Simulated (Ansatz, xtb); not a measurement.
## Two structures of GeH5NP

Structure X is a doublet given by its coordinates and structure Y is `[NH2][GeH][PH2]`, a doublet. Both are isolated molecules in the gas phase, relaxed with B3LYP-D3(BJ)/def2-SVP; the shapes shown needn't be the lowest conformers.

X (Å):

```xyz
8

Ge   -0.4151   -0.1031   -1.0903
N    -1.1419   -0.7634    0.9426
P     1.0874   -2.0080   -0.9643
H    -2.1353   -1.0024    0.9395
H    -0.9916   -0.0496    1.6581
H    -0.6071   -1.5990    1.1988
H     2.3007   -1.3582   -1.3504
H     0.8504   -2.5623   -2.2605
```

Close contacts (Å): Ge1–N2 2.26, Ge1–P3 2.43, N2–H4 1.02, N2–H5 1.02, N2–H6 1.02, P3–H7 1.43, P3–H8 1.43.

Y (Å):

```yaml
atoms:
  - { symbol: Ge, position_ang: [0.0139, -2.0259, -0.2907] }
  - { symbol: N, position_ang: [-1.5546, -1.1876, -0.8287] }
  - { symbol: P, position_ang: [1.4183, -0.2600, 0.4744] }
  - { symbol: H, position_ang: [-2.1192, -1.6798, -1.5191] }
  - { symbol: H, position_ang: [-2.1590, -0.8171, -0.0978] }
  - { symbol: H, position_ang: [2.2772, -1.1187, 1.2299] }
  - { symbol: H, position_ang: [0.6007, 0.0488, 1.6071] }
  - { symbol: H, position_ang: [0.6050, -2.5259, -1.6559] }
```

Energies in hartree; the thermal terms are from B3LYP-D3(BJ)/def2-SVP harmonic frequencies (ideal gas, rigid rotor, one conformer each, 298.15 K, 1 atm) and include the zero-point energy:

|  | X | Y |
| --- | --- | --- |
| E, CCSD(T)/def2-SVP | −2473.601877 | −2473.596962 |
| E, MP2/def2-SVP | −2473.548199 | −2473.545070 |
| E, MP2/def2-TZVPP | −2474.099781 | −2474.102795 |
| zero-point energy | 0.054647 | 0.049773 |
| H(298 K) − E | 0.062176 | 0.056918 |
| G(298 K) − E | 0.022652 | 0.018776 |

**Question.** Correct the CCSD(T) difference for the basis set by the MP2 change, then work out ΔE, ΔE₀, ΔH and ΔG for X → Y in kJ/mol (1 Eh = 2625.50 kJ/mol) and the equilibrium ratio [Y]/[X].

**Answer.** 1. Differences Y − X: CCSD(T) +0.004915, MP2 in the small set +0.003129, MP2 in the large set −0.003014 Eh.
2. ΔE = +0.004915 + (−0.003014 − (+0.003129)) = −0.001228 Eh = −3.22 kJ/mol.
3. ΔE₀ = ΔE + ΔZPE = −0.001228 + (−0.004874) Eh = −16.02 kJ/mol.
4. ΔH = ΔE + (−0.005258) Eh = −17.03 kJ/mol.
5. ΔG = ΔE + (−0.003876) Eh = −13.40 kJ/mol, so ΔS = (ΔH − ΔG)/T = −12.2 J/(mol K).
6. kT = 0.9442 mEh, so K = [Y]/[X] = exp(−ΔG/kT) = exp(+5.41) ≈ 220.

The sums favour Y, but ΔE leans on the basis-set step (CCSD(T) alone has the other sign or is under 1 kcal/mol), so the order isn't settled. An error of 4 kJ/mol in ΔG would change K by a factor of 5. The basis-set step is large, which makes the value less sure. Mirror images and further conformers aren't counted.

Other levels gave ΔE = −64.1 (GFN2-xTB); −125.5 (HF/STO-3G, GFN2-xTB geometries); +3.2 (r2SCAN-D4/def2-SVP, GFN2-xTB geometries); +14.7 (B3LYP-D3(BJ)/def2-SVP); +18.6 (HF/def2-SVP); +8.2 (MP2/def2-SVP); +12.9 (CCSD(T)/def2-SVP) kJ/mol. Open shells are spin-unrestricted. The correlated steps freeze 15 core orbitals; the filled d shell of Ge is correlated, in a basis made for valence electrons. Programs: Ansatz 0.2.0, xtb 6.7.1.
